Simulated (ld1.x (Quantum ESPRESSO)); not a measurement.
**What one change does to a pseudopotential (iridium (Ir), TM)**

iridium (Ir), norm-conserving Troullier–Martins (Kleinman–Bylander form), made with ld1.x (Quantum ESPRESSO) 7.5 (PBEsol, scalar-relativistic). Core [Xe] 4f14, reference 5d7 6s1.5 6p0 (charge +0.5). Waves: 6s (bound): rc 1.95 bohr; 6p (bound, empty): rc 3.45 bohr; 5d (bound): rc 2.15 bohr. Local part: the d channel. Core correction: Bessel-smoothed model core, default radius (core density twice the valence density).

All-electron outer shells of the reference configuration (PBEsol, scalar-relativistic, ld1.x):

```tsv
shell	level (eV)	outermost node (bohr)	outermost maximum (bohr)
4f	-66.25	–	0.39
5p	-58.76	0.54	1.01
5d	-11.14	0.59	1.29
6s	-9.90	1.17	2.35
6p	-4.04	1.39	3.18
```

Change: wave 6s (bound): rc 1.95 bohr becomes 6s (bound): rc 2.42 bohr.

Cutoffs: the cutoffs (Ry, on a coarse ladder) from which the occupation-weighted sum of valence levels, in a spherical-Bessel basis at the reference potential, stays within 10 and 1 mRy of its value at 400 Ry; they do not see the model core or the augmentation charge, which bear on the density cutoff. Errors are all-electron minus pseudo energies relative to the spin-unpolarised reference configuration.

Problem. How do hardness, ghosts and transferability respond?

Solution. The potential gets softer (40 Ry and 60 Ry → 40 Ry and 45 Ry); both files keep a bound ghost (p, s); of the 6 tests that both files solve, the error grows in 3 and shrinks in 0 by more than 15 % and 0.3 meV (median size 47.5 → 57.8 meV). A larger radius leaves more room for a smooth pseudo-wave, so fewer plane waves are needed. More of the atom is replaced by a form fitted at one configuration, so other configurations suffer.

| quantity | base | changed |
| --- | --- | --- |
| cutoff, loose | 40 Ry | 40 Ry |
| cutoff, tight | 60 Ry | 45 Ry |
| loose cutoff by channel (10 mRy a level) | s 18 Ry, d 30 Ry | s 6 Ry, d 30 Ry |
| bound ghosts | s, p | s, p |
| tests counted (converged, no solver errors) | 6 of 7 | 6 of 7 |
| error for 5d7 6s2 6p0, meV [ΔE -4.06 eV] | +0.3 | -0.2 |
| error for 5d7 6s1 6p0, meV [ΔE 5.87 eV] | -3.7 | -4.4 |
| error for 5d7 6s0 6p0, meV [ΔE 23.37 eV] | -28 | -37 |
| error for 5d5 6s0 6p0, meV [ΔE 97.55 eV] | -389 | -344 |
| error for 5d6 6s0 6p0, meV [ΔE 53.94 eV] | -91 | -78 |
| error for 5d8 6s0 6p0, meV [ΔE 4.62 eV] | -67 | -90 |
| s: phases at 3.76 bohr within 0.05 rad from the reference energy up to (Ry; the scan ends near 5) | 1.1 | 0.9 |
| p: phases at 3.76 bohr within 0.05 rad from the reference energy up to (Ry; the scan ends near 5) | to the end of the scan | to the end of the scan |
| d: phases at 3.76 bohr within 0.05 rad from the reference energy up to (Ry; the scan ends near 5) | 3.9 | 3.9 |

Base: Tests not counted: 5d6 6s2 6p1 (solver errors, printed error -2.7 eV). These tests converged, but a pseudo level misses the all-electron one widely, so the file describes the atom poorly there or has found another state: 5d7 6s0 6p0: empty 6p by 2.4 eV (a node warning on the way). Changed file: Tests not counted: 5d6 6s2 6p1 (solver errors, printed error -673 meV). These tests converged, but a pseudo level misses the all-electron one widely, so the file describes the atom poorly there or has found another state: 5d7 6s0 6p0: empty 6p by 2.3 eV (a node warning on the way). A true bound ghost makes a file unfit for plane-wave use even where its test errors are small: the radial tests pick states by their node count and pass the ghost by. Where a test does run into it, the solver fails or the error is huge.
